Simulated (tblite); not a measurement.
Run record: tight-binding relaxation, `BrC1=CC=CO1`.

Computed with GFN2-xTB geometry optimisation, gas phase (tblite 0.8.0). Start geometry: from a force field or distance geometry. The input is one job of a driver script: a line of settings, then coordinates in Å.

Input:
```
{"job": {"kind": "relax", "xc": "GFN2-xTB", "basis": "xTB"}, "charge": 0, "multiplicity": 1}
Br     3.054100    -0.179300     0.339100
C      1.123600    -0.211200     0.142600
C      0.349800     0.880600    -0.125700
C     -0.955600     0.413600    -0.181600
C     -0.909600    -0.947900     0.086600
O      0.351300    -1.246800     0.260000
H      0.629400     1.919100    -0.292400
H     -1.867600     0.985400    -0.367400
H     -1.762000    -1.607400     0.113600
```

Output:
```
step      E/eV     max force
  0    -495.48563    3.939
  1    -495.71423    0.915
  2    -495.74105    0.783
  3    -495.77744    0.695
  4    -495.80253    0.467
  5    -495.81026    0.341
  6    -495.82024    0.332
  7    -495.82692    0.364
  8    -495.83054    0.170
  9    -495.83159    0.104
 10    -495.83222    0.096
 11    -495.83282    0.086
 12    -495.83345    0.099
 13    -495.83395    0.094
 14    -495.83427    0.054
 15    -495.83443    0.037
 16    -495.83450    0.024
 17    -495.83453    0.012
 18    -495.83454    0.008
```

«max force» is the largest atomic force in eV/Å.

Task: From which step on does the largest force stay under 0.1 eV/Å, and how much energy is left to gain from there?

Result: From step 10 (0.096 eV/Å), 2.3 meV above the end.

Main results: energy lowered by 8.0 kcal/mol over 18 steps; largest atomic force 0.008 eV/Å at the end.

Task: Give the final coordinates.

Result: 0.082 Å rms from the input after alignment:
```
atom  x, y, z in Å
Br1    2.9568   -0.3031    0.3496
C2     1.1101   -0.1464    0.1349
C3     0.3301    0.9348   -0.1414
C4    -0.9934    0.4301   -0.1813
C5    -0.9024   -0.9029    0.0725
O6     0.3798   -1.2628    0.2666
H7     0.6572    1.9419   -0.2934
H8    -1.8843    0.9908   -0.3729
H9    -1.6403   -1.6764    0.1401
```

On Arm Neoverse V1, one thread, no GPU, shared host, this took under 0.1 s.
Labels such as C1 count atoms from 1, the log's own numbers from 0.
